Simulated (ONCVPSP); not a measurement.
# Transferability test, ONCV potential for molybdenum (Mo)

ONCVPSP 4.0.1 input, shortened (lines: element, Z, core and valence counts, functional; n l f; lmax; l rc ep ncon nbas qcut; lloc lpopt rc5 dvloc0; l nproj debl; icmod fcfact rcfact), PBE, scalar-relativistic:

```
  Mo 42.00    6    3        4      upf
    1    0    2.00
    2    0    2.00
    2    1    6.00
    3    0    2.00
    3    1    6.00
    3    2   10.00
    4    0    2.00
    4    1    6.00
    4    2    5.00
    2
    0    1.65    0.00    4    7    9.30
    1    1.55    0.00    5    8    7.60
    2    2.05    0.00    4    9    7.70
    4    5    1.50    3.00
    0    2    3.80
    1    2    0.80
    2    1    1.40
    3    5.00    1.30
```

In the p channel the program set the typed energies aside and used -1.664, 0.250 Ha.

Energies are relative to the spin-unpolarised reference configuration 4s2 4p6 4d5; without spin polarisation the order of configurations can differ from experiment.

```csv
valence configuration,charge,ΔE all-electron (eV),error AE − PS (meV)
4s2 4p6 4d5 5s1,0,-6.890,+1.4
4s2 4p6 4d3,+3,42.206,+3.6
4s1 4p6 4d5 5s1,+1,63.310,-74
```

Task: What are ΔE and the potential's error for 4s2 4p6 4d4?

Result: ΔE = 15.462 eV all-electron; the error (AE − PS) is -0.1 meV.

Levels in the configuration 4s2 4p6 4d3:

```json
{"level": "4s", "all-electron (eV)": "-96.301", "pseudo (eV)": "-96.276"}
{"level": "4p", "all-electron (eV)": "-70.021", "pseudo (eV)": "-70.005"}
{"level": "4d", "all-electron (eV)": "-32.906", "pseudo (eV)": "-32.895"}
```
